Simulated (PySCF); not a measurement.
**Ionisation energy of Ir⁺ by level of theory**

Ir⁺ [Xe] 4f14 5d7 6s1 (5F) → Ir²⁺ [Xe] 4f14 5d7 (4F), as a difference of total energies. All numbers are calculated (PySCF 2.14, scalar relativity through the core potential, in aug-cc-pwCVDZ-PP with ECP60MDF). Correlated levels: valence: 5s2 5p6 frozen. The calculations carry no spin-orbit coupling.

| method | ionisation energy (eV) |
| --- | --- |
| UHF | 16.347 |
| MP2 (valence) | 17.343 |
| SCS-MP2 (valence) | 17.039 |
| CCSD (valence) | 17.252 |
| CCSD(T) (valence) | 17.279 |

Problem. How much does correlation contribute at CCSD(T) (valence)?

Solution. 17.279 − (16.347) = 0.932 eV, measured against UHF.

The reference lies between the lowest fine-structure levels, while these numbers refer to the centres of the terms.

Errors of the correlated levels include the incompleteness of this basis and the frozen core.

For comparison: 17 ± 0.3 eV (semi-empirical (NIST evaluation); NIST Atomic Spectra Database, ionization energies).
